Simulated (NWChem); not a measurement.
The numbers come from NWChem runs, not from measurements. System: Cl₄Pd (-2), charge -2, spin multiplicity 1, at a geometry optimised with PBE0/def2-SVP with def2 effective core potentials on Pd. The structure started from a generated list of species. Level: RHF/def2-SVPD with def2 effective core potentials on Pd.

The NWChem input:

```
start mol
memory heap 200 mb stack 900 mb global 1100 mb
charge -2
geometry units angstroms nocenter noautoz
  Pd     0.000000     0.000000     0.000000
  Cl     0.000000     0.000000     2.363811
  Cl     2.363809     0.000000     0.000000
  Cl     0.000000     0.000000    -2.363811
  Cl    -2.363809     0.000000     0.000000
  symmetry group D2h
end
basis spherical
  * library def2-svpd
end
ecp
  Pd library def2-ecp
end
scf
  rhf
  nopen 0
  maxiter 100
  thresh 1e-7
  semidirect memsize 60000000 filesize 0
end
task scf energy
```

Part of the output:

```
             Northwest Computational Chemistry Package (NWChem) 7.3.0
             --------------------------------------------------------

                                NWChem Input Module
                                -------------------

 Scaling coordinates for geometry "geometry" by  1.889725989
 (inverse scale =  0.529177249)

 Turning off AUTOSYM since
 SYMMETRY directive was detected!

                             Geometry "geometry" -> ""
                             -------------------------

 Output coordinates in angstroms (scale by  1.889725989 to convert to a.u.)

  No.       Tag          Charge          X              Y              Z
 ---- ---------------- ---------- -------------- -------------- --------------
    1 Pd                  46.0000     0.00000000     0.00000000     0.00000000
    2 Cl                  17.0000     0.00000000     0.00000000     2.36381100
    3 Cl                  17.0000     2.36380900     0.00000000     0.00000000
    4 Cl                  17.0000     0.00000000     0.00000000    -2.36381100
    5 Cl                  17.0000    -2.36380900     0.00000000     0.00000000

 Effective nuclear repulsion energy (a.u.)     947.9426490113

            Nuclear Dipole moment (a.u.)
            ----------------------------
        X                 Y               Z
 ---------------- ---------------- ----------------
     0.0000000000     0.0000000000     0.0000000000

      Symmetry information
      --------------------

 Group name             D2h
 Group number             26
 Group order               8
 No. of unique centers     3

      Symmetry unique atoms

     1    2    3


 Summary of "ao basis" -> "" (spherical)
 ------------------------------------------------------------------------------
       Tag                 Description            Shells   Functions and Types
 ---------------- ------------------------------  ------  ---------------------
 *                         def2-svpd                  on all atoms

 Summary of "ao basis" -> "ao basis" (spherical)
 ------------------------------------------------------------------------------
[...]
    97     -0.241974  4 Cl px               126      0.241974  5 Cl pz

 Vector   45  Occ=0.000000D+00  E= 3.036023D-01  Symmetry=b3u
              MO Center= -1.3D-14, -7.4D-15, -2.3D-15, r^2= 2.6D+01
   Bfn.  Coefficient  Atom+Function         Bfn.  Coefficient  Atom+Function
  ----- ------------  ---------------      ----- ------------  ---------------
    12      4.880674  1 Pd px                66     -4.903779  3 Cl s
   120      4.903779  5 Cl s                 76      2.178301  3 Cl px
   130      2.178301  5 Cl px                15      1.472377  1 Pd px
    65      0.514263  3 Cl s                119     -0.514263  5 Cl s
    88     -0.204956  3 Cl d  2             142      0.204956  5 Cl d  2

 Vector   46  Occ=0.000000D+00  E= 3.036023D-01  Symmetry=b1u
              MO Center=  4.7D-16, -5.3D-16,  1.4D-14, r^2= 2.6D+01
   Bfn.  Coefficient  Atom+Function         Bfn.  Coefficient  Atom+Function
  ----- ------------  ---------------      ----- ------------  ---------------
    14      4.880674  1 Pd pz                39     -4.903774  2 Cl s
    93      4.903774  4 Cl s                 51      2.178302  2 Cl pz
   105      2.178302  4 Cl pz                17      1.472375  1 Pd pz
    38      0.514263  2 Cl s                 92     -0.514263  4 Cl s
    59     -0.237541  2 Cl d  0             113      0.237541  4 Cl d  0

 Vector   47  Occ=0.000000D+00  E= 3.051527D-01  Symmetry=ag
              MO Center= -2.0D-14, -1.5D-19,  2.9D-14, r^2= 2.1D+01
   Bfn.  Coefficient  Atom+Function         Bfn.  Coefficient  Atom+Function
  ----- ------------  ---------------      ----- ------------  ---------------
     5      6.152038  1 Pd s                 39     -1.676424  2 Cl s
    66     -1.676433  3 Cl s                 93     -1.676424  4 Cl s
   120     -1.676433  5 Cl s                 51      1.086524  2 Cl pz
    76      1.086529  3 Cl px               105     -1.086524  4 Cl pz
   130     -1.086529  5 Cl px                 4      1.066476  1 Pd s

 center of mass
 --------------
 x =   0.00000000 y =   0.00000000 z =   0.00000000

 moments of inertia (a.u.)
 ------------------
        1395.515022573534           0.000000000000           0.000000000000
           0.000000000000        2791.027683681737           0.000000000000
           0.000000000000           0.000000000000        1395.512661108203

  Mulliken analysis of the total density
  --------------------------------------

    Atom       Charge   Shell Charges
 -----------   ------   -------------------------------------------------------
    1 Pd  18    17.03  -0.43  1.55  0.88  0.37  0.08  5.96  0.29 -0.05 -0.27  7.87  0.78  0.00
    2 Cl  17    17.74   2.00  1.99  1.19  0.76  0.03  5.94  2.08  3.38  0.36  0.01  0.01
    3 Cl  17    17.74   2.00  1.99  1.19  0.76  0.03  5.94  2.08  3.38  0.36  0.01  0.01
    4 Cl  17    17.74   2.00  1.99  1.19  0.76  0.03  5.94  2.08  3.38  0.36  0.01  0.01
    5 Cl  17    17.74   2.00  1.99  1.19  0.76  0.03  5.94  2.08  3.38  0.36  0.01  0.01

       Multipole analysis of the density wrt the origin
       ------------------------------------------------

     L   x y z        total         open         nuclear
     -   - - -        -----         ----         -------
     0   0 0 0     -2.000000      0.000000     86.000000

     1   1 0 0     -0.000000      0.000000      0.000000
     1   0 1 0      0.000000      0.000000      0.000000
     1   0 0 1     -0.000000      0.000000      0.000000

     2   2 0 0    -86.546635      0.000000    678.424233
     2   1 1 0     -0.000000      0.000000      0.000000
     2   1 0 1     -0.000000      0.000000      0.000000
     2   0 2 0    -59.168143      0.000000      0.000000
     2   0 1 1     -0.000000      0.000000      0.000000
     2   0 0 2    -86.546707      0.000000    678.425381

 Task  times  cpu:        2.2s     wall:        2.2s

 Total times  cpu:        2.2s     wall:        2.2s
```
